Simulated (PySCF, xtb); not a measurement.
C3H5O, SMILES CC[C]=O, multiplicity 2. The values are those of a single conformer.

Harmonic wavenumbers (cm⁻¹) from xtb with GFN2-xTB at its own minimum, in rising order: 58, 208, 276, 485, 703, 882, 964, 1071, 1096, 1208, 1271, 1392, 1414, 1493, 1498, 1903, 2903, 2936, 3045, 3049, 3052.

Q: What does PBE0-D3(BJ)/def2-SVP run with PySCF give at its own minimum? (Estimate from the structure and the level; the computed values follow.)

A: 67, 228, 311, 505, 716, 857, 987, 1045, 1107, 1245, 1304, 1396, 1414, 1468, 1475, 2001, 3042, 3068, 3103, 3165, 3170. Paired by order, the mean absolute difference is 46 cm⁻¹ and the zero-point energies are 44.2 and 45.3 kcal/mol.
